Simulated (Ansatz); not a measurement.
Mulliken charges of C2H5Ge, SMILES `C=[CH][GeH2]` radical from r2SCAN/def2-TZVPP in Ansatz (PBE0-D4/def2-TZVP geometry).

```csv
atom,x (Å),y (Å),z (Å),charge (e)
C1,-0.562,1.104,-0.572,-0.121
C2,-0.575,0.046,0.241,-0.184
Ge3,0.998,-0.936,0.737,0.083
H4,-1.467,1.661,-0.800,0.086
H5,0.349,1.453,-1.049,0.073
H6,-1.515,-0.251,0.702,0.083
H7,2.146,-0.698,-0.264,-0.013
H8,0.718,-2.437,0.949,-0.008
```

Q: By hand: the dipole of these point charges (1 e Å = 4.8032 D).

A: Σ q r = (-0.003, 0.037, -0.005) e Å, of length 0.037 e Å = 0.18 D.

Q: How does the dipole of the full density compare? (Best estimate.)

A: Computed: (-0.103, 0.085, -0.040) e Å, 0.67 D; the point charges give 0.27 times that, at 46° from its direction.

Point charges leave out the atoms' own dipoles, such as those of lone pairs, and Mulliken's split depends on the basis, so the two needn't agree.
